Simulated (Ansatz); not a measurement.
Relaxation of ClGaH$_{2}$O$_{2}$ (6 atoms, charge 0, multiplicity 1), to a largest force component of 0.02 eV/Å in at most 40 steps.

Method: RKS B3LYP-D4/def2-SVP in Ansatz.

```xyz
6
Properties=species:S:1:pos:R:3
Ga 0.000 0.000 0.000
Cl 0.000 0.000 2.240
O 1.550 0.000 -0.895
H 1.850 -0.952 -1.050
O -1.550 0.000 -0.895
H -2.060 -0.847 -0.686
```

Question: Where does it end, and by what steps?

Answer: The forces met the threshold. After 10 steps the energy has fallen by 0.471 eV; H4 moved furthest, 0.66 Å.

| step | energy less start (eV) | largest force component (eV/Å) | accepted |
| --- | --- | --- | --- |
| 0 | 0.0000 | 1.780 | yes |
| 1 | -0.1425 | 1.700 | yes |
| 2 | -0.1364 | 2.098 | no |
| 3 | -0.2320 | 0.842 | yes |
| 4 | -0.2860 | 0.510 | yes |
| 5 | -0.3474 | 0.369 | yes |
| 6 | -0.4196 | 0.378 | yes |
| 7 | -0.4675 | 0.092 | yes |
| 8 | -0.4682 | 0.119 | yes |
| 9 | -0.4705 | 0.025 | yes |
| 10 | -0.4705 | 0.008 | yes |

```xyz
6
Properties=species:S:1:pos:R:3
Ga 0.063 -0.238 0.100
Cl -0.193 0.150 2.192
O 1.710 -0.315 -0.555
H 1.726 -0.494 -1.505
O -1.329 -0.481 -0.981
H -2.186 -0.421 -0.538
```

Whether the end is a true minimum wasn't checked by a vibrational analysis.

Run time: 43 s on 1 thread of Arm Neoverse V1, on a shared host, peak memory 0.19 GiB.
